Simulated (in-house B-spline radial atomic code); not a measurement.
Orbital energies and mean radii along the 21-electron series, configuration [Ar] 3d3. The effective charge is n√(-2ε), a non-relativistic measure. Computed with a B-spline radial code for spherical atoms: Dirac-Hartree-Fock, average of the configuration, finite nuclei.

```tsv
ion	Z	energy of 3p1/2 (Eh)	mean radius of 3p1/2 (bohr)	energy of 3d5/2 (Eh)	mean radius of 3d5/2 (bohr)	energy of 3d3/2 (Eh)	mean radius of 3d3/2 (bohr)	energy of 2p1/2 (Eh)	mean radius of 2p1/2 (bohr)	effective charge of 3p1/2
Ni7+	28	-8.476	0.71258	-5.9192	0.72357	-5.9327	0.72148	-39.336	0.21241	12.352
Cu8+	29	-10.006	0.6723	-7.2503	0.67114	-7.2676	0.66909	-43.85	0.20348	13.42
Zn9+	30	?	?	?	?	?	?	?	?	?
Ga10+	31	-13.421	0.60394	-10.257	0.58797	-10.285	0.58594	-53.69	0.18758	15.543
Ge11+	32	-15.306	0.57468	-11.932	0.55425	-11.966	0.55221	-59.016	0.18048	16.598
As12+	33	?	?	?	?	?	?	?	?	?
Se13+	34	-19.43	0.52384	-15.621	0.49786	-15.67	0.4958	-70.486	0.16768	18.701
Br14+	35	?	?	?	?	?	?	?	?	?
Kr15+	36	-24.029	0.48114	-19.762	0.45243	-19.83	0.45032	-83.053	0.15648	20.797
Rb16+	37	-26.507	0.46225	-22	0.43282	-22.081	0.43068	-89.751	0.15138	21.843
Sr17+	38	-29.105	0.44474	-24.351	0.41491	-24.445	0.41274	-96.728	0.14658	22.889
Zr19+	40	-34.662	0.41332	-29.388	0.38335	-29.514	0.38111	-111.52	0.13776	24.978
Nb20+	41	-37.622	0.39917	-32.075	0.36935	-32.219	0.36708	-119.35	0.1337	26.023
```

**Question.** Fill in the row of Zn9+.

**Answer.** energy of 3p1/2 (Eh): -11.654; mean radius of 3p1/2 (bohr): 0.6363; energy of 3d5/2 (Eh): -8.6966; mean radius of 3d5/2 (bohr): 0.62652; energy of 3d3/2 (Eh): -8.7185; mean radius of 3d3/2 (bohr): 0.62449; energy of 2p1/2 (Eh): -48.635; mean radius of 2p1/2 (bohr): 0.19522; effective charge of 3p1/2: 14.484.

**Question.** Fill in the row of As12+.

**Answer.** energy of 3p1/2 (Eh): -17.309; mean radius of 3p1/2 (bohr): 0.5481; energy of 3d5/2 (Eh): -13.72; mean radius of 3d5/2 (bohr): 0.52444; energy of 3d3/2 (Eh): -13.761; mean radius of 3d3/2 (bohr): 0.52239; energy of 2p1/2 (Eh): -64.615; mean radius of 2p1/2 (bohr): 0.17386; effective charge of 3p1/2: 17.651.

**Question.** Fill in the row of Br14+.

**Answer.** energy of 3p1/2 (Eh): -21.67; mean radius of 3p1/2 (bohr): 0.5016; energy of 3d5/2 (Eh): -17.635; mean radius of 3d5/2 (bohr): 0.474; energy of 3d3/2 (Eh): -17.693; mean radius of 3d3/2 (bohr): 0.47191; energy of 2p1/2 (Eh): -76.632; mean radius of 2p1/2 (bohr): 0.1619; effective charge of 3p1/2: 19.75.

**Question.** How does the screening of 3p1/2 change?

**Answer.** Z less the effective charge goes from 15.65 at Z = 28 to 14.98 at Z = 41.
